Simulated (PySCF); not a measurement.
C9H20OSi.
Bonds: C1–Si2, Si2–C3, Si2–C4, Si2–O5, O5–C6, C6–C7, C7–C8, C8–C9, C9–C10, C10–C11, C6–C11. Hydrogens: H12, H13, H14 on C1; H15, H16, H17 on C3; H18, H19, H20 on C4; H21 on C6; H22, H23 on C7; H24, H25 on C8; H26, H27 on C9; H28, H29 on C10; H30, H31 on C11.

Method: PBE0-D3(BJ)/def2-SVP geometry optimisation, gas phase in PySCF; density fitting, grid level 1; the optimiser is geomeTRIC in internal coordinates, started from a GFN2-xTB structure with every atom displaced at random (about 0.01 Å).

Step 5: E = -19559.5481 eV
```
atom  x, y, z in Å  |  force x, y, z in eV/Å
C1      2.4847   -0.0415   -1.7681   -0.013  -0.110   0.040
Si2     2.1668   -0.2776    0.0699    0.100  -0.062  -0.019
C3      3.2340   -1.6625    0.7352   -0.026   0.074  -0.015
C4      2.4983    1.3367    0.9723   -0.181  -0.098   0.031
O5      0.5952   -0.7942    0.3515   -0.058   0.124  -0.014
C6     -0.5611   -0.0061    0.1921    0.014  -0.062  -0.009
C7     -1.5206   -0.2993    1.3362    0.031  -0.043   0.047
C8     -2.8270    0.4712    1.1947   -0.012   0.043   0.020
C9     -3.4904    0.2112   -0.1541    0.009   0.010   0.022
C10    -2.5310    0.4920   -1.3053   -0.027   0.046  -0.060
C11    -1.2259   -0.2799   -1.1531    0.019  -0.013   0.021
H12     1.9251    0.8085   -2.1869   -0.011   0.016  -0.002
H13     2.1966   -0.9502   -2.3207   -0.013   0.027  -0.017
H14     3.5569    0.1325   -1.9527    0.006   0.044  -0.006
H15     4.3039   -1.4559    0.5761    0.002  -0.009   0.001
H16     3.0641   -1.7980    1.8140    0.004  -0.013   0.007
H17     2.9858   -2.6088    0.2309    0.012  -0.016   0.002
H18     1.8928    2.1633    0.5694    0.008   0.015  -0.001
H19     2.2717    1.2407    2.0458    0.017   0.009   0.006
H20     3.5546    1.6166    0.8684    0.132   0.051  -0.005
H21    -0.3033    1.0737    0.2365   -0.003   0.003  -0.016
H22    -1.7112   -1.3874    1.3393   -0.015   0.014  -0.020
H23    -1.0218   -0.0713    2.2920   -0.003   0.021  -0.012
H24    -2.6250    1.5538    1.2964    0.006  -0.012  -0.016
H25    -3.5109    0.2131    2.0191   -0.006  -0.010  -0.004
H26    -3.8164   -0.8435   -0.2004    0.004  -0.003  -0.006
H27    -4.3996    0.8254   -0.2567   -0.014  -0.019  -0.004
H28    -2.3139    1.5759   -1.3395    0.014  -0.012   0.022
H29    -3.0039    0.2514   -2.2714   -0.001  -0.016   0.012
H30    -1.4134   -1.3665   -1.2142   -0.003   0.005  -0.005
H31    -0.5279   -0.0336   -1.9691    0.007  -0.003  -0.001
```

Step 6: E = -19559.5517 eV
```
atom  x, y, z in Å  |  force x, y, z in eV/Å
C1      2.4718    0.1212   -1.7194    0.011  -0.165   0.032
Si2     2.1598   -0.2739    0.0926    0.126  -0.091  -0.031
C3      3.2394   -1.7033    0.6344   -0.054   0.085  -0.016
C4      2.4821    1.2634    1.1232   -0.194  -0.124   0.017
O5      0.5933   -0.8321    0.3248   -0.069   0.216  -0.014
C6     -0.5531   -0.0321    0.1311    0.027  -0.125  -0.005
C7     -1.4767   -0.1818    1.3305    0.046  -0.051   0.074
C8     -2.7725    0.5978    1.1514   -0.023   0.063   0.025
C9     -3.4877    0.2215   -0.1426    0.013   0.022   0.018
C10    -2.5622    0.3465   -1.3483   -0.041   0.061  -0.084
C11    -1.2674   -0.4324   -1.1546    0.019  -0.012   0.028
H12     1.8901    0.9837   -2.0776   -0.018   0.023   0.005
H13     2.2146   -0.7522   -2.3406   -0.018   0.039  -0.020
H14     3.5407    0.3358   -1.8819   -0.017   0.059  -0.004
H15     4.3089   -1.4747    0.5079    0.006  -0.006  -0.003
H16     3.0588   -1.9424    1.6933    0.008  -0.018   0.010
H17     3.0020   -2.5980    0.0385    0.022  -0.016   0.010
H18     1.8549    2.1091    0.8015    0.009   0.024  -0.005
H19     2.2784    1.0760    2.1888    0.025   0.004   0.012
H20     3.5318    1.5659    1.0190    0.134   0.068   0.009
H21    -0.2734    1.0403    0.0522    0.003   0.007  -0.022
H22    -1.6851   -1.2593    1.4564   -0.022   0.012  -0.032
H23    -0.9419    0.1345    2.2413   -0.007   0.023  -0.027
H24    -2.5486    1.6811    1.1398    0.012  -0.024  -0.019
H25    -3.4332    0.4373    2.0183   -0.010  -0.008  -0.002
H26    -3.8534   -0.8182   -0.0677    0.014  -0.010  -0.003
H27    -4.3764    0.8584   -0.2811   -0.025  -0.037  -0.002
H28    -2.3278    1.4143   -1.5161    0.024  -0.012   0.038
H29    -3.0737    0.0086   -2.2645   -0.003  -0.015   0.019
H30    -1.4761   -1.5150   -1.0908   -0.001   0.007  -0.010
H31    -0.5904   -0.2904   -2.0123    0.005  -0.003   0.002
```

Step 7: E = -19559.5559 eV
```
atom  x, y, z in Å  |  force x, y, z in eV/Å
C1      2.4625    0.1180   -1.7196    0.026  -0.099   0.014
Si2     2.1637   -0.2769    0.0937    0.073  -0.059  -0.023
C3      3.2425   -1.7060    0.6335   -0.048   0.039  -0.010
C4      2.4896    1.2572    1.1275   -0.077  -0.068   0.001
O5      0.5935   -0.8222    0.3303   -0.044   0.148   0.002
C6     -0.5534   -0.0264    0.1330    0.029  -0.077  -0.006
C7     -1.4787   -0.1746    1.3319    0.032  -0.026   0.051
C8     -2.7770    0.6009    1.1485   -0.015   0.039   0.010
C9     -3.4874    0.2164   -0.1458    0.007   0.018   0.007
C10    -2.5609    0.3463   -1.3506   -0.025   0.036  -0.051
C11    -1.2640   -0.4293   -1.1534    0.002  -0.015   0.012
H12     1.8761    0.9823   -2.0669   -0.016   0.016   0.010
H13     2.1979   -0.7496   -2.3452   -0.005   0.022  -0.009
H14     3.5289    0.3395   -1.8920   -0.025   0.038  -0.006
H15     4.3117   -1.4786    0.5025    0.005   0.003  -0.004
H16     3.0673   -1.9444    1.6936    0.005  -0.011   0.006
H17     3.0049   -2.6032    0.0408    0.018  -0.005   0.010
H18     1.8635    2.1054    0.8098    0.006   0.014  -0.004
H19     2.2887    1.0675    2.1933    0.016  -0.003   0.008
H20     3.5418    1.5625    1.0248    0.044   0.037   0.012
H21    -0.2757    1.0467    0.0499    0.000   0.000  -0.007
H22    -1.6864   -1.2519    1.4586   -0.012   0.005  -0.018
H23    -0.9459    0.1472    2.2419   -0.007   0.010  -0.022
H24    -2.5569    1.6846    1.1323    0.011  -0.015  -0.012
H25    -3.4391    0.4398    2.0143   -0.007  -0.002  -0.001
H26    -3.8437   -0.8265   -0.0700    0.015  -0.008   0.000
H27    -4.3828    0.8435   -0.2869   -0.017  -0.028  -0.001
H28    -2.3285    1.4149   -1.5154    0.017  -0.008   0.025
H29    -3.0695    0.0054   -2.2671   -0.004  -0.005   0.011
H30    -1.4707   -1.5123   -1.0905   -0.001   0.005  -0.007
H31    -0.5848   -0.2863   -2.0092   -0.001  -0.002   0.002
```

Step 8: E = -19559.5613 eV
```
atom  x, y, z in Å  |  force x, y, z in eV/Å
C1      2.4333    0.2027   -1.6868    0.036   0.028  -0.016
Si2     2.1699   -0.2823    0.1082   -0.026   0.002  -0.006
C3      3.2494   -1.7326    0.5740   -0.023  -0.049  -0.001
C4      2.5024    1.1938    1.2199    0.110   0.039  -0.012
O5      0.5936   -0.8153    0.3293    0.009   0.018   0.008
C6     -0.5496   -0.0269    0.1014    0.015  -0.002  -0.008
C7     -1.4554   -0.0875    1.3230   -0.016   0.012  -0.001
C8     -2.7550    0.6797    1.1074   -0.005  -0.008  -0.007
C9     -3.4841    0.2083   -0.1472   -0.013   0.010  -0.008
C10    -2.5785    0.2632   -1.3738    0.006  -0.013   0.014
C11    -1.2814   -0.5058   -1.1462   -0.010  -0.010  -0.006
H12     1.8193    1.0736   -1.9673   -0.010  -0.006   0.011
H13     2.1693   -0.6277   -2.3602    0.014  -0.010   0.005
H14     3.4877    0.4686   -1.8704   -0.024  -0.002  -0.005
H15     4.3175   -1.4946    0.4510    0.002   0.014  -0.002
H16     3.0816   -2.0248    1.6222   -0.001   0.007  -0.002
H17     3.0186   -2.6040   -0.0588    0.006   0.010   0.006
H18     1.8668    2.0551    0.9602   -0.010  -0.006   0.000
H19     2.3199    0.9427    2.2764   -0.006  -0.012   0.000
H20     3.5535    1.5203    1.1262   -0.076  -0.016   0.010
H21    -0.2672    1.0369   -0.0596   -0.002  -0.006   0.010
H22    -1.6687   -1.1522    1.5225    0.006  -0.004   0.011
H23    -0.9066    0.2958    2.1984   -0.003  -0.010  -0.002
H24    -2.5335    1.7585    1.0131    0.009   0.000  -0.002
H25    -3.4051    0.5764    1.9910   -0.001   0.013   0.002
H26    -3.8313   -0.8301    0.0015    0.018  -0.006   0.005
H27    -4.3883    0.8163   -0.3138   -0.006  -0.012   0.003
H28    -2.3436    1.3185   -1.6043    0.003   0.000   0.001
H29    -3.1028   -0.1354   -2.2570   -0.002   0.015  -0.009
H30    -1.4928   -1.5817   -1.0155    0.002   0.002   0.005
H31    -0.6120   -0.4196   -2.0172   -0.003  -0.001  -0.003
```

**Question.** Estimate the geometry and energy of step 9. (The exact step hangs on the optimiser's Hessian estimate; all steps are aligned on step 8, rigid shifts and turns removed.)

**Answer.** E = -19559.5600 eV, largest force 0.126 eV/Å
```
atom  x, y, z in Å  |  force x, y, z in eV/Å
C1      2.4165    0.2884   -1.6519    0.020   0.048  -0.013
Si2     2.1710   -0.2825    0.1201   -0.034   0.014   0.004
C3      3.2513   -1.7525    0.5143   -0.008  -0.051  -0.005
C4      2.5075    1.1383    1.3005    0.116   0.048  -0.006
O5      0.5939   -0.8203    0.3231    0.017  -0.004   0.006
C6     -0.5459   -0.0350    0.0715   -0.002   0.009  -0.006
C7     -1.4324   -0.0121    1.3091   -0.018   0.012  -0.016
C8     -2.7303    0.7507    1.0660   -0.001  -0.020  -0.006
C9     -3.4814    0.2070   -0.1457   -0.015   0.009  -0.009
C10    -2.5955    0.1828   -1.3877    0.007  -0.023   0.026
C11    -1.3003   -0.5812   -1.1338   -0.014  -0.001  -0.010
H12     1.7807    1.1585   -1.8833   -0.003  -0.013   0.001
H13     2.1637   -0.5127   -2.3638    0.014  -0.015   0.005
H14     3.4620    0.5887   -1.8313   -0.013  -0.009  -0.001
H15     4.3186   -1.5043    0.4047    0.001   0.011   0.002
H16     3.0840   -2.0962    1.5468   -0.002   0.010  -0.001
H17     3.0256   -2.5931   -0.1604    0.000   0.010   0.002
H18     1.8597    2.0049    1.0931   -0.015  -0.012   0.000
H19     2.3395    0.8302    2.3444   -0.011  -0.009  -0.004
H20     3.5536    1.4819    1.2143   -0.071  -0.022   0.004
H21    -0.2579    1.0147   -0.1585    0.000  -0.006   0.013
H22    -1.6504   -1.0603    1.5782    0.008  -0.003   0.013
H23    -0.8671    0.4216    2.1495    0.000  -0.010   0.008
H24    -2.5031    1.8197    0.9013    0.007   0.003  -0.002
H25    -3.3675    0.7068    1.9638    0.002   0.016   0.001
H26    -3.8286   -0.8192    0.0718    0.016  -0.005   0.004
H27    -4.3871    0.8064   -0.3341   -0.003  -0.007   0.003
H28    -2.3573    1.2206   -1.6839    0.000   0.002  -0.003
H29    -3.1366   -0.2643   -2.2369   -0.002   0.017  -0.012
H30    -1.5167   -1.6457   -0.9365    0.003   0.000   0.005
H31    -0.6424   -0.5517   -2.0174   -0.003  -0.001  -0.003
```

The energy changes by +0.0013 eV. The first-order estimate −F·Δx gives -0.0026 eV and the mean of the old and new forces, exact on a quadratic surface, -0.0014 eV. The step makes an angle of 89° with the force vector and moves no atom by more than 0.142 Å. The energy falls at the start of this step and ends higher, so the step passed the lowest point of its straight line.

The cost below is that of the whole optimisation. On Intel Xeon Platinum 8259CL at 2.50 GHz, 2 threads, no GPU, shared host with 96 logical CPUs at a one-minute load of 81, this took 8.1 min wall, 19 min CPU and 1.6 GiB of memory at its peak.
